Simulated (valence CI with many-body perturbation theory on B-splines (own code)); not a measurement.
Forbidden lines of Nd LIV

Calculated by relativistic CI+MBPT: five valence electrons over a frozen Dirac-Fock core [He], a basis of 11 s, 11 p, 10 d, 8 f, 5 g, 2 h functions for each j, with the one-electron correlation potential Σ1, the two-electron term Σ2, the three-electron term Σ3, Breit, model QED; selected CI, second order for the rest, scaled by the run's own slope (own B-spline code, finite nucleus).

The last digits are not significant, and no measured levels were compared; by estimate large intervals hold to a few tenths of a per cent, small ones and those within an open d or f shell to about a per cent. Among the levels kept, up to 7300 cm⁻¹ of a level comes from second order outside the variational space, and about a tenth of that is noise between levels of different J, which matters for small intervals.

Lines 51 to 77 of 77 in falling wavelength, among levels below 61549 × 10³ cm⁻¹, chosen from the decays that carry over 1 % of a level's rate. Wavelengths and rates use the calculated energies. Electric multipoles are in the length gauge with retardation, E1 and E2 with the static RPA response of the core. Weak lines are less certain than strong ones. Lines between different terms over intervals too small for the method are left out, as are lines whose strength nearly cancels. The highest levels of a list are the least certain.

Levels are named by their leading jj configuration (3d3/2^4 stands for four electrons in 3d with j = 3/2), which in mixed levels can hold well under half, so a name can repeat and another be missing. Letters in brackets count levels of one name in rising energy.

```tsv
λ vac (Å)	Upper	Lower	Type	A (s⁻¹)	Branch %
1.912	(2s 2p1/2 2p3/2^2 3p3/2) J=9/2	(2s 2p1/2^2 2p3/2^2) J=5/2	E2	3.90e+11	35.8
1.911	(2s^2 2p1/2 2p3/2 3p3/2) J=1/2 [a]	(2s^2 2p1/2^2 2p3/2) J=3/2	E2	1.36e+11	3.9
1.910	(2s 2p1/2 2p3/2^2 3p3/2) J=5/2 [e]	(2s 2p1/2^2 2p3/2^2) J=1/2	E2	1.77e+11	1.6
1.909	(2s^2 2p1/2 2p3/2 3p3/2) J=3/2 [a]	(2s^2 2p1/2^2 2p3/2) J=3/2	E2	3.25e+11	21.8
1.907	(2s^2 2p1/2 2p3/2 3p3/2) J=7/2	(2s^2 2p1/2^2 2p3/2) J=3/2	E2	3.52e+11	38.1
1.906	(2s^2 2p3/2^2 3p3/2) J=1/2	(2s^2 2p1/2 2p3/2^2) J=5/2	E2	3.32e+11	5.9
1.904	(2s^2 2p3/2^2 3p3/2) J=7/2	(2s^2 2p1/2 2p3/2^2) J=5/2	E2	1.43e+11	1.8
1.900	(2s^2 2p1/2 2p3/2 3p3/2) J=5/2 [b]	(2s^2 2p1/2^2 2p3/2) J=3/2	E2	2.40e+11	17.0
1.897	(2s^2 2p3/2^2 3p3/2) J=7/2	(2s^2 2p1/2 2p3/2^2) J=3/2	E2	2.47e+11	3.1
1.871	(2s^2 2p1/2 2p3/2 3d5/2) J=9/2	(2s^2 2p1/2^2 2p3/2) J=3/2	E3	1.56e+09	3.8
1.870	(2s^2 2p3/2^2 3d5/2) J=9/2	(2s^2 2p1/2 2p3/2^2) J=5/2	M2	5.11e+09	10.9
1.870	(2s^2 2p3/2^2 3d5/2) J=9/2	(2s^2 2p1/2 2p3/2^2) J=5/2	E3	6.12e+08	1.3
1.864	(2s^2 2p3/2^2 3d5/2) J=9/2	(2s^2 2p1/2 2p3/2^2) J=3/2	E3	1.23e+09	2.6
1.827	(2s 2p1/2^2 2p3/2 3d3/2) J=5/2 [a]	(2s^2 2p1/2^2 2p3/2) J=3/2	E2	6.85e+11	1.2
1.825	(2s 2p1/2^2 2p3/2 3d3/2) J=7/2	(2s^2 2p1/2^2 2p3/2) J=3/2	E2	8.93e+11	82.6
1.825	(2s 2p1/2 2p3/2^2 3d5/2) J=9/2 [a]	(2s^2 2p1/2 2p3/2^2) J=5/2	E2	1.38e+10	3.3
1.823	(2s 2p1/2 2p3/2^2 3d3/2) J=9/2	(2s^2 2p1/2 2p3/2^2) J=5/2	E2	1.23e+12	71.9
1.818	(2s 2p1/2 2p3/2^2 3d5/2) J=7/2 [a]	(2s^2 2p1/2 2p3/2^2) J=3/2	E2	1.16e+12	4.7
1.813	(2s 2p1/2 2p3/2^2 3d5/2) J=9/2 [b]	(2s^2 2p1/2 2p3/2^2) J=5/2	E2	1.02e+12	70.5
1.807	(2s 2p1/2^2 2p3/2 3d3/2) J=5/2 [b]	(2s^2 2p1/2^2 2p3/2) J=3/2	E2	7.47e+11	1.3
1.804	(2s 2p1/2 2p3/2^2 3d3/2) J=7/2 [c]	(2s^2 2p1/2 2p3/2^2) J=5/2	E2	2.34e+12	1.2
1.803	(2s 2p1/2^2 2p3/2 3d5/2) J=1/2	(2s^2 2p1/2^2 2p3/2) J=3/2	E2	4.27e+12	1.3
1.799	(2s 2p1/2 2p3/2^2 3d5/2) J=3/2 [c]	(2s^2 2p1/2 2p3/2^2) J=1/2	E2	2.36e+12	2.4
1.795	(2s 2p1/2^2 2p3/2 3d5/2) J=7/2 [b]	(2s^2 2p1/2^2 2p3/2) J=3/2	E2	1.72e+12	1.1
1.793	(2s 2p1/2 2p3/2^2 3d5/2) J=9/2 [c]	(2s^2 2p1/2 2p3/2^2) J=5/2	E2	2.21e+12	45.0
1.792	(2s 2p1/2 2p3/2^2 3d5/2) J=7/2 [d]	(2s^2 2p1/2 2p3/2^2) J=5/2	E2	6.02e+11	1.7
1.791	(2s 2p1/2 2p3/2^2 3d5/2) J=7/2 [c]	(2s^2 2p1/2 2p3/2^2) J=3/2	E2	1.96e+12	3.9
```
